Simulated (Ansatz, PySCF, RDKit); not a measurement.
Torsion H3–Se1–Te2–H4 in H2SeTe (SMILES [SeH][TeH]); at each angle all else is relaxed with GFN2-xTB, and the levels are single points there.
Geometry at 90° (charge 0, multiplicity 1):
```xyz
4

Se    -1.21189     0.66632     0.36419
Te     1.16809     0.63527    -0.33449
H     -1.69138    -0.47926    -0.38095
H      0.88969     1.61228    -1.62923
```
Energies count from the point at 90°.

Frozen-core correlation. Filled d and f shells under p-block atoms count as core. CBS(a, b) extrapolates the correlation energy as X⁻³ and adds the Hartree–Fock energy of set b. Rows in STO-3G carry no dispersion term and start afresh at each structure; the Pople sets are all-electron and without relativity.

Run with Ansatz (Gaussian orbitals); PySCF for STO-3G rows, the dispersion terms; RDKit for the force fields. Values without a source in brackets are computed. In def2 rows elements past Kr take small-core potentials, without spin–orbit coupling.

Energies in kJ/mol.

| dihedral (°) | UFF | HF/STO-3G | BLYP-D3(BJ)/def2-TZVPP | CCSD/def2-SVP | CCSD(T)/CBS(def2-TZVPP, def2-QZVPP) |
|---|---|---|---|---|---|
| 0 | 24.0 | 20.4 | 24.1 | 24.7 | 25.2 |
| 30 | 17.3 | 15.1 | 17.7 | 18.1 | 18.5 |
| 60 | 5.5 | 5.4 | 5.6 | 5.8 | 6.0 |
| 90 | 0.0 | 0.0 | 0.0 | 0.0 | 0.0 |
| 120 | 5.2 | 2.1 | 5.5 | 5.4 | 5.4 |
| 150 | 17.4 | 8.8 | 15.5 | 15.5 | 15.5 |
| 180 | 24.2 | 12.6 | 20.1 | 20.1 | 20.1 |
| 210 | 17.4 | 8.8 | 15.5 | 15.5 | 15.5 |
| 240 | 5.2 | 2.1 | 5.5 | 5.4 | 5.4 |
| 270 | 0.0 | 0.0 | 0.0 | 0.0 | 0.0 |
| 300 | 5.5 | 5.4 | 5.6 | 5.8 | 6.0 |
| 330 | 17.3 | 15.1 | 17.7 | 18.1 | 18.5 |

Ansatz is an electronic-structure program.
